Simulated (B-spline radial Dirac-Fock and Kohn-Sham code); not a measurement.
# Binding energies of Ce⁵⁺ at several levels of theory

System: Ce⁵⁺, configuration [Kr] 4d10 5s2 5p5.

The density-functional columns are spherical, spin-unpolarised Dirac-Kohn-Sham results without Breit or QED terms: −ε is minus the orbital energy of the initial state and ΔSCF the difference of two total energies. The reference in the last column comes from Dirac-Fock (average of configuration) total-energy differences with a finite nucleus, the Breit interaction including its frequency dependence, and self-energy and vacuum-polarisation corrections. All numbers are from a radial finite-basis atomic code, in eV; a selection of levels is shown. For the 1s level of heavy atoms much of the gap between ΔSCF and the reference is the Breit and QED part, -156.0 eV here; for other levels the error of the functional can be larger.

| level | PBE −ε | PBE ΔSCF | LDA −ε | LDA ΔSCF | Dirac-Fock |
| --- | --- | --- | --- | --- | --- |
| K | 40291.6 | 40700.8 | 40250.4 | 40658.5 | 40514.9 |
| L1 | 6500.0 | 6577.2 | 6494.7 | 6572.1 | 6630.0 |
| L2 | 6140.4 | 6236.4 | 6138.4 | 6234.4 | 6239.8 |
| L3 | 5693.9 | 5782.4 | 5692.4 | 5781.0 | 5798.8 |
| M1 | 1448.5 | 1476.6 | 1447.0 | 1475.3 | 1516.9 |
| M2 | 1296.2 | 1325.5 | 1295.7 | 1325.1 | 1352.0 |
| M3 | 1208.5 | 1236.5 | 1208.1 | 1236.2 | 1263.7 |
| M4 | 942.1 | 973.6 | 942.4 | 973.9 | 978.5 |
| M5 | 923.3 | 954.3 | 923.6 | 954.6 | 960.2 |
| N1 | 340.9 | 354.8 | 340.3 | 354.2 | 373.4 |
| N2 | 284.2 | 297.8 | 284.0 | 297.6 | 309.9 |
| N4 | 171.7 | 184.3 | 171.8 | 184.4 | 184.2 |
| N5 | 168.3 | 180.8 | 168.4 | 180.9 | 180.8 |
| O1 | 92.65 | 100.1 | 92.93 | 100.4 | 101.7 |
| O2,3 | 73.37 | 80.19 | 73.60 | 80.45 | 79.05 |

Q: Order the estimates of the K (1s) level by their distance from the Dirac-Fock value, nearest first.
A. PBE −ε
B. PBE ΔSCF
C. LDA −ε
D. LDA ΔSCF

A: D (143.6 eV), B (185.9 eV), A (223.4 eV), C (264.5 eV).

Values without a named source are computed, but for edge energies of neutral atoms, which are taken from tables.
